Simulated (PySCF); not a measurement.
Species: C10H12O.
SMILES: `CCCC(=O)C1=CC=CC=C1`

Jobs on this species (23 atoms, 80 electrons) with PySCF (density fitting). Hardware of each: one thread of an Intel Xeon Platinum 8488C, on a shared host. Other jobs ran on the host; a repeat could differ by tens of per cent or more. Peak memory is the resident size of the whole Python process, interpreter and libraries included.

```csv
level and settings,work,basis functions,SCF cycles,wall time,peak memory
"wB97X-D/pcSseg-1, IEF-PCM chloroform","shieldings, ring-centre shieldings",247,?,?,?
"PBE0/pcSseg-1, IEF-PCM tetrahydrofuran","shieldings, ring-centre shieldings",247,?,?,?
"PBE0-D3(BJ)/def2-SVP, grid level 1",geometry optimisation from a GFN2-xTB start shaken at random,214,?,?,?
"WP04/pcSseg-1, IEF-PCM chloroform","shieldings, ring-centre shieldings",247,16,1.7 min,1.3 GiB
"PBE0/pcSseg-1, IEF-PCM chloroform","shieldings, ring-centre shieldings, charges and field gradients",247,14,1.7 min,1.3 GiB
```

Q: Fill in the missing figures.

A: 
- wB97X-D/pcSseg-1, IEF-PCM chloroform; shieldings, ring-centre shieldings: 2.1 min, 1.4 GiB, 14 SCF cycles
- PBE0/pcSseg-1, IEF-PCM tetrahydrofuran; shieldings, ring-centre shieldings: 88 s, 1.3 GiB, 14 SCF cycles
- PBE0-D3(BJ)/def2-SVP, grid level 1; geometry optimisation from a GFN2-xTB start shaken at random: 3.6 min, 0.98 GiB, 50 SCF cycles

Q: What do all jobs in the table cost together?

A: About 11 min; the longest takes about 34 % of that, and about 2.5 times as long as the shortest.
